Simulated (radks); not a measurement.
Results of a calculation; reference values are marked as such.
Problem. All-electron atom: Rb23+ in [Ne] 3s2 3p2 (the NIST ground configuration). Level of theory: scalar-relativistic Kohn-Sham, exchange-only LDA, spin-polarised, spherical densities, point nucleus; open shells are filled with parallel spins first (spin-orbit coupling, left out, can overturn this in heavy ions) (a radial shooting solver on a logarithmic mesh with Libxc functionals). Some entries of the table are withheld. Estimate them.

| orbital | occ. | eigenvalue (eV) | <r^2> (bohr^2) |
|---|---|---|---|
| 1s up | 1 | -16048.22 | 0.002192 |
| 1s down | 1 | -16045.09 | 0.002191 |
| 2s up | 1 | -3005.106 | 0.03636 |
| 2s down | 1 | -3001.962 | 0.03629 |
| 2p up | 3 | -2788.322 | 0.02849 |
| 2p down | 3 | -2784.644 | 0.02845 |
| 3s up | 1 | -1116.272 | 0.2188 |
| 3s down | 1 | -1104.747 | 0.2197 |
| 3p up | 2 | -1047.153 | 0.2103 |
| 3p down | 0 | -1035.623 | 0.2112 |
| 3d up | 0 | (1) | (2) |
| 3d down | 0 | (3) | (4) |
| 4s up | 0 | (5) | 0.7810 |
| 4s down | 0 | (6) | 0.7896 |

Solution. 
(1) 3d up eigenvalue (eV): -951.3543
(2) 3d up <r^2> (bohr^2): 0.1698
(3) 3d down eigenvalue (eV): -941.1402
(4) 3d down <r^2> (bohr^2): 0.1697
(5) 4s up eigenvalue (eV): -569.9741
(6) 4s down eigenvalue (eV): -565.5818
